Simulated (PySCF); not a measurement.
C₃H₄O₂Si. Atoms are numbered in the order given.

```xyz
10

C      0.6056    -2.3212     0.0000
C      0.2101    -1.0526     0.0000
O      1.1105     0.0197     0.0000
C      0.2953     1.1445     0.0000
O      0.7085     2.2538     0.0000
Si    -1.3167     0.0520     0.0000
H      1.6668    -2.5842     0.0000
H     -0.1324    -3.1243     0.0000
H     -2.1592     0.0844     1.2271
H     -2.1592     0.0844    -1.2271
```

Geometry: PBE0-D3(BJ)/def2-SVP. This is a generated structure with no PubChem entry under its InChIKey; it may be hypothetical.

Level of theory: PBE/pcSseg-1 (PySCF).

GIAO shieldings, no solvent; atoms listed in one row are averaged. δ = σ(ref) − σ: ¹³C against TMS (σ = 182.0 ppm); ¹⁷O against H2O (σ = 334.3 ppm); ²⁹Si against TMS (σ = 335.4 ppm); ¹H against TMS (σ = 31.49 ppm), references at their B3LYP-D3(BJ)/def2-TZVP geometries, non-relativistic.

Computed chemical shifts:
```csv
nucleus,atoms,count,δ (ppm)
¹³C,C4,1,173.2
¹³C,C2,1,159.9
¹³C,C1,1,109.9
¹⁷O,O5,1,513.4
¹⁷O,O3,1,466.4
²⁹Si,Si6,1,-20.1
¹H,H7,1,6.04
¹H,"H9, H10",2,5.84
¹H,H8,1,5.23
```
